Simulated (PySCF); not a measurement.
# Reading the logs of faulty runs: BCl2H2Si cation

All numbers below are calculated, not measured. The program is PySCF 2.14.0, an open-source quantum chemistry code, run on an isolated molecule that a program drew, which may never have been made. The molecule is BCl2H2Si cation (charge +1, singlet), drawn as the SMILES string `ClB[SiH+]Cl`.

Each row is a Hartree-Fock (HF) and frozen-core CCSD(T) single point in the cc-pV(D+d)Z basis, meant for a local HF minimum. Run 1 is clean. Each other run has one planted mistake out of seven kinds, and not every kind appears here: one electron removed, one electron added, multiplicity raised by two, geometry at a saddle point, minimal basis STO-3G, one bond length entered in bohr, all coordinates scaled. The reference is restricted for singlets and unrestricted otherwise, and also for a bond in bohr. Adding or removing an electron swaps singlet and doublet. Electrons count all cores. HOMO and LUMO are orbital energies over both spins, the gradient is its largest component, and the lowest frequency (negative if imaginary) is given only where the gradient is small. Bond lengths are over the 5 bonds as drawn. T1 is the CCSD diagnostic: over 0.02 (restricted) or 0.045 (unrestricted) a single reference is doubtful.

Geometry of the clean run:
```xyz
6
BCl2H2Si cation, angstrom
Cl   -0.4164    2.5337   -2.0958
B    -0.5803    1.8124   -0.5480
Si    1.1848    1.1896    0.3054
Cl    1.6318   -0.7290    0.3642
H    -1.6124    1.6624    0.0141
H     2.2257    2.0597    0.8551
```

```
run  electrons  basis functions  <S^2>  HOMO (eV)  LUMO (eV)  gradient (hartree/bohr)  lowest frequency (cm^-1)  mean bond (Å)  longest bond (Å)      T1  HF (hartree)  CCSD(T) (hartree)               mistake
  1         54               93  0.000     -16.62      -5.66                  3.5e-05                        26         1.6784             2.057  0.0175   -1233.56763        -1234.06075              no fault
  2         55               93  0.771      -7.26       1.03                  4.4e-02                         -         1.6784             2.057  0.0196   -1233.80473        -1234.30625    one electron added
  3         53               93  0.769     -22.95     -14.17                  2.9e-02                         -         1.6784             2.057  0.0431   -1232.99926        -1233.48136  one electron removed
  4         54               34  0.000     -15.83      -3.67                  4.5e-02                         -         1.6784             2.057  0.0195   -1220.12893        -1220.24789  minimal basis STO-3G
  5         54               93  1.023     -15.64      -6.30                  6.6e-03                         -         2.0291             3.724  0.0192   -1233.44554        -1233.90472                     ?
  6         54               93  0.000     -16.62      -6.01                  5.6e-02                         -         1.8127             2.222  0.0206   -1233.53527        -1234.03393                     ?
```

**Which mistake was planted in run 5, and what did it cost?**

The mean bond changes by a factor of 1.209 and the longest by 1.810, so the molecule wasn't scaled as a whole. A length L in bohr read as angstrom grows by (1/0.5292 - 1) L = 0.890 L. The 5 bonds together grew by 5 x 0.3507 = 1.754 Å, which gives L = 1.971 Å. That is bond Si3-Cl4, 1.971 Å in the clean geometry. So the mistake is: one bond length entered in bohr. Subtracting run 1 and multiplying by 627.51 kcal/mol a hartree, the energy moved by 76.6 kcal/mol in HF and 97.9 kcal/mol in CCSD(T).

**Which mistake was planted in run 6, and what did it cost?**

The mean and the longest bond both change by the same factor, 1.080, and the gradient is no longer small. So the mistake is: all coordinates scaled. Subtracting run 1 and multiplying by 627.51 kcal/mol a hartree, the energy moved by 20.3 kcal/mol in HF and 16.8 kcal/mol in CCSD(T).

Cautions from the logs. Run 6: T1 is over the limit, so its CCSD(T) energy is less reliable.
